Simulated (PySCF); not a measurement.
PySCF input for B(F)(NCO)(OH) (CHBFNO₂), SMILES N(B(F)O)=C=O, B3LYP-D3(BJ)/def2-SVP. Geometry optimised at B3LYP-D3(BJ)/def2-SVP. One conformer was computed; it need not be the lowest.

```python
import numpy as np
from pyscf import gto, scf, dft, df
from pyscf.hessian import thermo

mol = gto.M(
    atom='''
    B     0.01502410   -0.96864334    0.00000000
    F     1.08354636   -1.76974676    0.00000000
    N     0.21448087    0.43824034    0.00000000
    C     0.04686965    1.62530092    0.00000000
    O    -0.06593294    2.78888241    0.00000000
    O    -1.23064198   -1.48812666    0.00000000
    H    -1.23702239   -2.45459645    0.00000000
    ''',
    basis='def2-SVP',
    charge=0,
    spin=0,
    max_memory=1600,
    verbose=3,
)
mf = dft.RKS(mol, xc='b3lyp').density_fit(auxbasis='def2-universal-jkfit')
mf.disp = 'd3bj'
mf.grids.level = 3
mf.conv_tol = 1e-11
mf.max_cycle = 100
mf.kernel()

# analytic Hessian; the response equations are solved on a coarser grid
h, args, fine = mf.Hessian(), (mf.mo_energy, mf.mo_coeff, mf.mo_occ), mf.grids
h.max_memory = max(150, 2.5e-5 * df.make_auxmol(mol, mf.with_df.auxbasis).nao * mol.nelec[0] * (mol.nelec[0] + mol.nao))  # MB; small integral blocks
h1ao = h.make_h1(mf.mo_coeff, mf.mo_occ)
mf.grids = dft.Grids(mol).set(level=1).build(with_non0tab=True)
mo1, mo_e1 = h.solve_mo1(*args, h1ao)
mf.grids = fine
hess = h.hess_elec(*args, mo1, mo_e1, h1ao) + h.hess_nuc()
if mf.do_disp():
    hess += h.get_dispersion()
for i in range(mol.natm):  # the analytic DFT Hessian lacks the response of the grid: restore translational invariance
    hess[i, i] -= hess[i].sum(axis=0)
hess = (hess + hess.transpose(1, 0, 3, 2)) / 2
vib = thermo.harmonic_analysis(mol, hess, imaginary_freq=False)
thermo.dump_normal_mode(mol, vib)
th = thermo.thermo(mf, vib['freq_au'][vib['freq_au'] > 0], 298.15, 101325)
thermo.dump_thermo(mol, th)
g0 = mf.nuc_grad_method().set(verbose=0).kernel()

# dipole derivatives [dipole axis, atom, xyz] from the same response
r, irp = mol.intor('int1e_r'), mol.intor('int1e_irp').reshape(3, 3, mol.nao, mol.nao)
sl, dm0, ok = mol.aoslice_by_atom(), np.array(mf.make_rdm1()), []
dmu = np.einsum('a,xt->xat', mol.atom_charges(), np.eye(3))
for a, (_, _, p0, p1) in enumerate(sl):
    dmu[:, a] += 2 * np.einsum('xtij,ij->xt', irp[:, :, :, p0:p1], dm0.reshape(-1, mol.nao, mol.nao).sum(0)[:, p0:p1])
    for u, c, occ, f in [(mo1, mf.mo_coeff, mf.mo_occ, 4)]:
        dmu[:, a] -= f * np.einsum('tui,xuv,vi->xt', u[a], r, c[:, occ > 0], optimize=True)
L = vib['norm_mode']
ir = 974.8801 * (np.einsum('xat,kat->kx', dmu, L) ** 2).sum(1)       # km/mol
apt = np.einsum('xax->a', dmu) / 3

# polarisability derivatives from nuclear gradients in small electric fields
h0, F = mf.get_hcore(), 0.005
def in_field(f, guess):
    m = mf.copy()
    m.verbose, m.conv_tol, m.conv_tol_grad = 0, 1e-11, 2e-7
    m.get_hcore = lambda *a: h0 + np.einsum('x,xij->ij', f, r)
    m.kernel(guess)
    ok.append(m.converged)
    dm = np.array(m.make_rdm1())
    g = m.nuc_grad_method().kernel() - np.outer(mol.atom_charges(), f)
    for a, (_, _, p0, p1) in enumerate(sl):
        g[a] -= 2 * np.einsum('x,xtij,ij->t', f, irp[:, :, :, p0:p1], dm[:, p0:p1])
    return g, -np.einsum('xij,ij->x', r, dm), dm
E = np.eye(3) * F
g0, _, dm0 = in_field(np.zeros(3), dm0)
gp = [in_field(e, dm0) for e in E]
gm = [in_field(-e, 2 * dm0 - p[2]) for e, p in zip(E, gp)]
alpha = np.array([(p[1] - q[1]) / (2 * F) for p, q in zip(gp, gm)])  # bohr^3
check = abs(np.array([-(p[0] - q[0]) / (2 * F) for p, q in zip(gp, gm)]) - dmu).max()
print('static polarisability / bohr^3:', alpha.round(3))
print('largest difference of analytic and finite-field dipole derivatives / e:', check)
da = np.zeros((3, 3, mol.natm, 3))
for x in range(3):
    da[x, x] = -(gp[x][0] + gm[x][0] - 2 * g0) / F**2
for x, y in ((0, 1), (0, 2), (1, 2)):
    up, down = in_field(E[x] + E[y], gp[x][2] + gp[y][2] - dm0), in_field(-E[x] - E[y], gm[x][2] + gm[y][2] - dm0)
    both = -(up[0] + down[0] - 2 * g0) / F**2
    da[x, y] = da[y, x] = (both - da[x, x] - da[y, y]) / 2
aq = np.einsum('xyat,kat->kxy', da, L) * 0.529177210903**2           # A^2/amu^1/2
a = np.einsum('kxx->k', aq) / 3
g2 = 1.5 * (aq**2).sum((1, 2)) - 4.5 * a**2
raman, depol = 45 * a**2 + 7 * g2, 3 * g2 / (45 * a**2 + 4 * g2 + 1e-12)
print('mode   freq/cm-1   IR/(km/mol)   Raman/(A^4/amu)   depolarisation')
for k, w in enumerate(vib['freq_wavenumber']):
    print(f'{k + 1:4d} {w:11.2f} {ir[k]:13.3f} {raman[k]:17.3f} {depol[k]:16.3f}')
print('max |gradient| / (hartree/bohr):', abs(g0).max())
print('APT charges:', apt.round(4))
```

It prints:

```
converged SCF energy = -368.500270985771

WARN: DFTD3 does not support analytical Hessian, using finite difference


WARN: Mole.unit (angstrom) is changed to Bohr

Mode                                 0                   1                   2
Irrep
Freq [cm^-1]                       32.8178             93.8896            410.4882
Reduced mass [au]                  11.8306             11.1968              7.6956
Force const [Dyne/A]                0.0075              0.0582              0.7640
Char temp [K]                      47.2176            135.0863            590.6011
Normal mode                   x     y     z       x     y     z       x     y     z
       0   B                -0.04 -0.01 -0.00   -0.00 -0.00 -0.03    0.02  0.03 -0.00
       1   F                 0.03  0.07 -0.00    0.00  0.00  0.07   -0.08 -0.12  0.00
       2   N                -0.16  0.00  0.00   -0.00 -0.00 -0.21   -0.00  0.07 -0.00
       3   C                 0.00  0.02  0.00    0.00 -0.00 -0.04    0.01  0.08 -0.00
       4   O                 0.13  0.03 -0.00    0.00 -0.00  0.11   -0.02  0.09  0.00
       5   O                 0.00 -0.12 -0.00   -0.00  0.00  0.03    0.08 -0.08  0.00
       6   H                 0.08 -0.12 -0.00   -0.00  0.00  0.15    0.26 -0.09  0.00
Mode                                 3                   4                   5
Irrep
Freq [cm^-1]                      447.0105            544.1587            598.9425
Reduced mass [au]                   9.6255              1.1535             11.4078
Force const [Dyne/A]                1.1332              0.2012              2.4111
Char temp [K]                     643.1486            782.9232            861.7449
Normal mode                   x     y     z       x     y     z       x     y     z
       0   B                -0.09  0.03  0.00    0.00 -0.00  0.07   -0.00 -0.03 -0.00
       1   F                -0.06  0.10 -0.00   -0.00 -0.00 -0.00    0.03 -0.01  0.00
       2   N                 0.14  0.00 -0.00   -0.00 -0.00 -0.04   -0.09 -0.00  0.00
       3   C                 0.08 -0.00 -0.00   -0.00  0.00 -0.03    0.24  0.03 -0.00
       4   O                -0.03 -0.02  0.00    0.00  0.00  0.01   -0.10  0.01  0.00
       5   O                -0.04 -0.12 -0.00    0.00  0.00  0.05   -0.02  0.00  0.00
       6   H                 0.16 -0.12 -0.00    0.00  0.00 -0.93   -0.10  0.01 -0.00
Mode                                 6                   7                   8
Irrep
Freq [cm^-1]                      620.8919            668.3852            723.7524
Reduced mass [au]                  11.8716              8.2517              5.9092
Force const [Dyne/A]                2.6964              2.1719              1.8237
Char temp [K]                     893.3252            961.6575           1041.3186
Normal mode                   x     y     z       x     y     z       x     y     z
       0   B                -0.00 -0.00 -0.02    0.00 -0.00  0.27   -0.02 -0.09 -0.00
       1   F                 0.00 -0.00  0.01    0.00 -0.00 -0.05    0.10 -0.04  0.00
       2   N                 0.00 -0.00 -0.09   -0.00 -0.00 -0.06    0.07  0.03  0.00
       3   C                 0.00  0.00  0.24   -0.00  0.00  0.01   -0.04  0.06 -0.00
       4   O                -0.00  0.00 -0.10   -0.00  0.00 -0.00    0.00  0.10  0.00
       5   O                -0.00 -0.00  0.01   -0.00 -0.00 -0.08   -0.12 -0.06  0.00
       6   H                -0.00 -0.00 -0.08   -0.00 -0.00  0.20   -0.33 -0.05 -0.00
Mode                                 9                  10                  11
Irrep
Freq [cm^-1]                      999.1760           1279.5113           1449.0134
Reduced mass [au]                   1.5604              5.2232             11.7109
Force const [Dyne/A]                0.9178              5.0382             14.4872
Char temp [K]                    1437.5918           1840.9318           2084.8076
Normal mode                   x     y     z       x     y     z       x     y     z
       0   B                 0.02 -0.05 -0.00   -0.01  0.21  0.00   -0.26  0.01  0.00
       1   F                -0.07  0.04  0.00    0.05 -0.05 -0.00    0.06 -0.03 -0.00
       2   N                 0.01 -0.00  0.00   -0.01  0.08 -0.00    0.01 -0.03  0.00
       3   C                -0.00  0.00 -0.00    0.00 -0.00  0.00    0.00 -0.00 -0.00
       4   O                -0.00  0.02  0.00    0.01 -0.10 -0.00   -0.00  0.02 -0.00
       5   O                 0.11 -0.03  0.00   -0.03 -0.05 -0.00    0.10  0.04 -0.00
       6   H                -0.79  0.00  0.00   -0.35 -0.04 -0.00   -0.01  0.05  0.00
Mode                                12                  13                  14
Irrep
Freq [cm^-1]                     1649.9784           2475.3836           3848.3198
Reduced mass [au]                  12.3846             12.7259              1.0657
Force const [Dyne/A]               19.8650             45.9434              9.2990
Char temp [K]                    2373.9516           3561.5259           5536.8754
Normal mode                   x     y     z       x     y     z       x     y     z
       0   B                -0.04 -0.14  0.00   -0.00 -0.01  0.00    0.00 -0.00  0.00
       1   F                -0.01  0.01 -0.00    0.00 -0.00  0.00    0.00 -0.00 -0.00
       2   N                -0.00  0.18 -0.00   -0.01  0.12 -0.00    0.00  0.00  0.00
       3   C                -0.00  0.05  0.00    0.02 -0.24  0.00    0.00 -0.00 -0.00
       4   O                 0.01 -0.13  0.00   -0.01  0.08  0.00   -0.00  0.00 -0.00
       5   O                 0.02  0.02 -0.00   -0.00 -0.00 -0.00   -0.00 -0.06  0.00
       6   H                 0.08  0.01 -0.00    0.00 -0.01  0.00    0.03  0.97 -0.00
temperature 298.1500 [K]
pressure 101325.00 [Pa]
Rotational constants [GHz] 10.38806 1.87097 1.58543
Symmetry number 1
Zero-point energy (ZPE) 0.03609 [Eh]   94754.524 [J/mol]
                           tot       elec      trans        rot        vib
Entropy [J/mol/K]       331.638      0.000    164.703    111.911     55.024
Cv [J/mol/K]             76.294      0.000     12.472     12.472     51.350
Cp [J/mol/K]             84.608      0.000     20.786     12.472     51.350
Internal energy [J/mol]                      3718.434   3718.434 102561.747
Internal energy [Eh]   -368.45837  -368.50027
Enthalpy [J/mol]                             6197.391   3718.434 102561.747
Enthalpy [Eh]          -368.45743
Gibbs free energy [J/mol]                  -42908.867 -29647.927  86156.400
Gibbs free energy [Eh] -368.49509
static polarisability / bohr^3: [[22.33   0.327  0.   ]
 [ 0.331 53.822 -0.   ]
 [-0.     0.    16.525]]
largest difference of analytic and finite-field dipole derivatives / e: 0.0015172173399200517
mode   freq/cm-1   IR/(km/mol)   Raman/(A^4/amu)   depolarisation
   1       32.82         1.567             2.601            0.734
   2       93.89         1.166             0.885            0.750
   3      410.49        20.857             1.820            0.623
   4      447.01         4.204             0.360            0.320
   5      544.16        90.499             2.525            0.750
   6      598.94        23.823             0.720            0.620
   7      620.89        17.873             0.329            0.750
   8      668.39       119.178             0.306            0.750
   9      723.75        50.848             7.839            0.069
  10      999.18       149.610             2.645            0.391
  11     1279.51       378.008             2.317            0.542
  12     1449.01       405.848             0.871            0.210
  13     1649.98       269.720            25.116            0.253
  14     2475.38      1436.070             1.161            0.165
  15     3848.32       118.809           129.731            0.296
max |gradient| / (hartree/bohr): 0.0003363747497766587
APT charges: [ 1.7453 -0.6326 -1.206   1.3406 -0.7586 -0.8227  0.334 ]
```

The run converged.
